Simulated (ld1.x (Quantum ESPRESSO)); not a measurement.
# magnesium (Mg): PAW pseudisation with PBE, scalar-relativistic reference atom.

```json
{
 "Element": "Mg",
 "Generator": "ld1.x (Quantum ESPRESSO) 7.5",
 "Type": "PAW",
 "Functional": "PBE",
 "Relativity": "scalar-relativistic",
 "Frozen core": "[Ne]",
 "Valence charge": "2",
 "Reference configuration": "3s1.75 3p0 (charge +0.25)",
 "Partial waves": "3s (bound): rcut 2.20, rcutus 2.60 bohr; 3s channel at 1.4 Ry: rcut 2.20, rcutus 2.60 bohr; 3p (bound, empty): rcut 2.05, rcutus 2.20 bohr; 3p channel at 4.1 Ry: rcut 2.05, rcutus 2.20 bohr",
 "Local potential": "all-electron potential smoothed inside 2.15 bohr (lloc = -1)",
 "Core correction": "Bessel-smoothed model core inside 1.60 bohr",
 "Augmentation charge": "PSQ, inside the norm-conserving radii"
}
```

- Cutoffs needed: 6 Ry and 6 Ry (the cutoffs (Ry, on a coarse ladder) from which the occupation-weighted sum of valence levels, in a spherical-Bessel basis at the reference potential, stays within 10 and 1 mRy of its value at 400 Ry)
- Ghost test: no extra level below or beside the all-electron valence levels (s, p, d, f tested) (spherical-Bessel basis up to 400 Ry, 20 bohr box)
- Largest excitation error: -9.5 meV (all-electron minus pseudo) for 3s0 3p1, out of 6 test configurations
- Lowest eigenvalue of the overlap operator: 0.53 (s channel)
- Density cutoff estimated by the generator: 80 Ry
